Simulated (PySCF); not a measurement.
CH6BOSi, CH5BClSi (calculated)

All values are calculated (PySCF 2.14.0). Calculation on a computer-drawn molecule: the log of a Hartree-Fock and frozen-core CCSD(T) single point meant for a local Hartree-Fock minimum, with one planted fault or none, to be diagnosed. Offsets are logged minus clean, where the clean run is the same molecule without the fault. The reference is restricted for singlets and unrestricted otherwise, and also for a bond in bohr or an excited solution. Adding or removing an electron swaps singlet and doublet. The excited solution moves the top pair (singlet) or top alpha electron (doublet) to the lowest empty orbital. Highest occupied and lowest empty are orbital energies over both spins, largest force is the largest gradient component, triples share is (T) over the correlation energy, the T1 limit is 0.02 restricted and 0.045 unrestricted, electrons count all cores, a negative frequency is imaginary (commonest isotopes), and the dipole is about the centre of nuclear charge.

Common to all runs: meant basis cc-pV(D+d)Z; logged SCF converged yes; possible faults no fault, one electron removed, one electron added, multiplicity raised by two, geometry at a saddle point, SCF held on an excited solution, minimal basis STO-3G, one bond length entered in bohr, all coordinates scaled.

(1) 
```xyz
10
formula=CH6BOSi meant_charge=1 meant_multiplicity=1 logged_electrons=38 logged_basis_functions=95 logged_spin_squared=0 logged_highest_occupied=-9.8496 logged_lowest_empty=-11.902 logged_largest_force=0.20647 logged_CC_converged=no logged_dipole_magnitude=4.2298 logged_SCF_stable_within_its_kind=no logged_energy_HF=-429.02097 planted_fault=SCF_held_on_an_excited_solution HF_energy_offset_from_clean_run=374.1
B      1.0815     2.2862     0.3147
C     -0.3977     1.8244    -0.1190
Si    -0.4278     0.6381    -1.4768
O     -1.0419     1.0757    -2.8579
H      1.2424     3.3959     0.7078
H      1.9825     1.5000     0.2719
H     -0.7177     1.2501     0.7707
H     -1.0966     2.6456    -0.2776
H      0.1250    -0.7097    -1.3861
H     -1.1214     0.5873    -3.6708
```

Units: logged_highest_occupied, logged_lowest_empty in eV; logged_largest_force in hartree/bohr; logged_dipole_magnitude in debye; logged_energy_HF in hartree; HF_energy_offset_from_clean_run in kcal/mol.

Drawn bonds:
```csv
atom,other atom,order
1,2,1
2,3,1
3,4,1
1,5,1
1,6,1
2,7,1
2,8,1
3,9,1
4,10,1
```

Notes: CCSD not converged.

(2) 
```xyz
9
formula=CH5BClSi meant_charge=0 meant_multiplicity=2 logged_electrons=47 logged_basis_functions=99 logged_spin_squared=0.7552 logged_highest_occupied=-9.399 logged_lowest_empty=0.60302 logged_largest_force=0.030024 logged_T1_diagnostic=0.014316 logged_D1_diagnostic=0.053382 logged_triples_share=0.028623 logged_CC_converged=yes logged_dipole_magnitude=2.7119 logged_SCF_stable_within_its_kind=yes logged_energy_HF=-813.89723 logged_energy_CCSD(T)=-814.41423 planted_fault=all_coordinates_scaled,by_+5.1_% HF_energy_offset_from_clean_run=11.12 CCSD(T)_energy_offset_from_clean_run=7.97
B     -1.5453     1.5753     0.2906
C     -0.3621     0.4592     0.5525
Si    -1.1216    -1.3710     0.6399
Cl    -2.0905    -1.9060    -1.2496
H     -2.2272     2.0128     1.2589
H     -1.8106     1.9770    -0.8739
H      0.1408     0.5951     1.5805
H      0.4436     0.4467    -0.2664
H     -2.1965    -1.5025     1.7563
```

Units: logged_highest_occupied, logged_lowest_empty in eV; logged_largest_force in hartree/bohr; logged_dipole_magnitude in debye; logged_energy_HF, logged_energy_CCSD(T) in hartree; HF_energy_offset_from_clean_run, CCSD(T)_energy_offset_from_clean_run in kcal/mol.

Drawn bonds:
```csv
atom,other atom,order
1,2,1
2,3,1
3,4,1
1,5,1
1,6,1
2,7,1
2,8,1
3,9,1
```
